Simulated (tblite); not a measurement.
C5H6N2O.
Cartesian coordinates in Å at the GFN2-xTB level; atoms count from 1:
```xyz
14
C5H6N2O angstrom
C      1.3922   -1.6538    0.4369
N      0.3024   -1.0337    0.5272
C      0.1011    0.2670    0.1272
C      0.9907    1.2576    0.3977
C      0.7252    2.6046    0.1401
N      0.5449    3.7186   -0.0756
O     -1.0859    0.5585   -0.4261
C     -1.9799   -0.5123   -0.6554
H      2.2843   -1.2676   -0.0604
H      1.4466   -2.6437    0.8655
H      1.9354    1.0243    0.8636
H     -2.8802   -0.0580   -1.0631
H     -2.2099   -1.0362    0.2750
H     -1.5676   -1.2260   -1.3745
```

Method: GFN2-xTB as coded in tblite; computed harmonic values from a numerical Hessian at the method's own geometry, unscaled. This tight-binding method is rough: wavenumbers can miss measured ones by several per cent, in bad cases by 10 to 20. One conformer, not necessarily the lowest.

Harmonic wavenumbers (cm⁻¹): 90.1, 107.3, 129.2, 141.0, 173.5, 235.5, 284.2, 375.1, 428.7, 518.8, 601.8, 605.1, 706.2, 732.7, 837.5, 970.4, 1057.4, 1078.6, 1122.2, 1131.2, 1144.4, 1204.6, 1307.8, 1396.9, 1415.4, 1453.8, 1468.0, 1568.7, 1717.8, 2355.0, 2922.8, 2952.9, 2978.8, 3040.9, 3076.4, 3093.7.

A = 3262, B = 1511, C = 1051 MHz; mass 110.048 u (most abundant isotopes); point group C1, symmetry number 1.

Task: What is the zero-point energy?

Result: Half the sum of the wavenumbers: 22212 cm⁻¹ = 265.71 kJ/mol.

Task: Entropy at 500 K, 1 bar (ideal gas, RRHO, classical rotation)?

Result: Translation 178.23, rotation 125.77, vibration 161.96: S = 466.0 J/(mol K).

Task: And Cp and H(500 K) − H(0)?

Result: Cp = 185.66 J/(mol K), of which vibrations give 152.40 (their classical limit is 36 R = 299.3); H(500 K) − H(0) = 58.21 kJ/mol without the zero-point energy, 41.58 from vibrations.

Task: What must be added to the electronic energy to get the Gibbs energy at 500 K and 1 bar?

Result: ZPE + [H(500 K) − H(0)] − T·S = 265.71 + 58.21 − 232.98 = 90.94 kJ/mol.

Task: Blend soft modes into free rotors: weight 1/[1 + (100 cm⁻¹/ν̃)⁴] for the oscillator and the rest for a rotor with moment μB/(μ + B), μ = h/(8π²ν), B = 10⁻⁴⁴ kg m². What vibrational entropy results?

Result: 155.22 J/(mol K) in place of 161.96, which changes −T·S at 500 K by +3.37 kJ/mol.

Hindered rotation and anharmonicity are outside this model. Other conformers, if any are populated, would add a mixing term that is left out. The structure is chiral; the term R ln 2 for an equal mix with its mirror image is left out.

Hardware: one thread of an Arm Neoverse N1, on a shared host. The figure is for the frequency step alone.
